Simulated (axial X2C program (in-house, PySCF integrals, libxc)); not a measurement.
**Photoelectron levels of CdPb by EOM-IP-CCSD**

Computed with an in-house all-electron X2C program for linear molecules (integrals from PySCF): two-component X2C with atomic mean-field Coulomb and Gaunt terms, Gaussian nuclei, basis Pb dyall-cv3z, Cd dyall-cv3z with contracted cores.

R = 2.945 Å (0.920 times 3.201 Å, the PBE0 minimum at charge 0 for the lowest determinant).

Vertical ionisation energies of CdPb to the states of CdPb⁺:

```tsv
Ω of CdPb⁺	vertical IE (eV)	above lowest (cm⁻¹)	ionised spinor	one-hole weight
1/2	6.742	0	68% Pb pπ, 12% Cd sσ, 7% Pb pσ	0.95
1/2	8.930	17649	59% Cd sσ, 28% Pb pσ	0.90
```

This point took 15 s on 1 thread of Intel(R) Xeon(R) 6975P-C (Granite Rapids) (shared host).

Reference electrons by ω block (each with its −ω partner): 1/2: 38, 3/2: 19, 5/2: 7, 7/2: 1. 16 electrons of CdPb correlated (inner shells frozen), 88 natural virtual spinors (a truncated set); levels can be off by some tenths of an eV. Roots sought by Ω: (1/2: 4, 3/2: 3, 5/2: 1); the list ends where they run out and leaves out roots under 60 % one-particle weight. The solver can skip a root, and states that need a further excitation, which the method places far too high, are missing though they may lie low or lowest. T1 of the reference 0.014 (Lee–Taylor). Number of frozen shells: Pb 5 s, 4 p, 3 d, 1 f; Cd 4 s, 3 p, 1 d.
